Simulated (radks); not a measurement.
Results of a calculation; reference values are marked as such.
Task: Radial electron density D(r) = 4 pi r^2 rho(r) of an atom or ion with 25 electrons. Level of theory: scalar-relativistic Kohn-Sham, LDA (Slater exchange, VWN5 correlation), spin-unpolarised, spherical densities, point nucleus (a radial shooting solver on a logarithmic mesh with Libxc functionals).

r (bohr),D(r) (e/bohr)
0.002327,1.008
0.002666,1.291
0.003055,1.649
0.003472,2.070
0.003977,2.626
0.004521,3.272
0.005179,4.116
0.005934,5.150
0.006744,6.323
0.007726,7.812
0.008852,9.574
0.01006,11.50
0.01153,13.83
0.01321,16.44
0.01501,19.10
0.0172,22.09
0.01954,24.92
0.02239,27.81
0.02565,30.37
0.02916,32.28
0.0334,33.57
0.03827,33.96
0.04349,33.46
0.04983,32.12
0.05709,30.27
0.06489,28.50
0.07434,27.15
0.08449,26.89
0.0968,28.01
0.1109,30.48
0.126,33.54
0.1444,36.61
0.1654,38.32
0.188,37.81
0.2154,34.73
0.2448,29.92
0.2805,24.07
0.3214,19.13
0.3653,16.49
0.4185,16.17
0.4794,17.67
0.5449,19.41
0.6243,20.23
0.7153,19.22
0.8129,16.69
0.9314,13.01
1.059,9.426
1.213,6.128
1.389,3.662
1.579,2.098
1.809,1.075
2.073,0.5049
2.356,0.2254
2.699,0.08432
3.092,0.02682
3.514,0.007625
4.026,0.001600
4.576,0.0002877

What is the nuclear charge?

Result: Z = 28. The innermost maximum, from 1s, lies near gamma/Z bohr with gamma = sqrt(1 - (Z/c)^2) = 0.979, here 0.035 bohr (found: 0.0377), and its height grows with Z. The density is that of the nickel ion Ni3+ in [Ar] 3d7; the configuration itself is not fixed sharply by these data, and Z only to about a unit. D(r) has 3 maxima, at r = 0.0377, 0.172, 0.624 bohr, and minima at 0.0818, 0.399 bohr, inside which lie 2.11, 10.82 electrons.
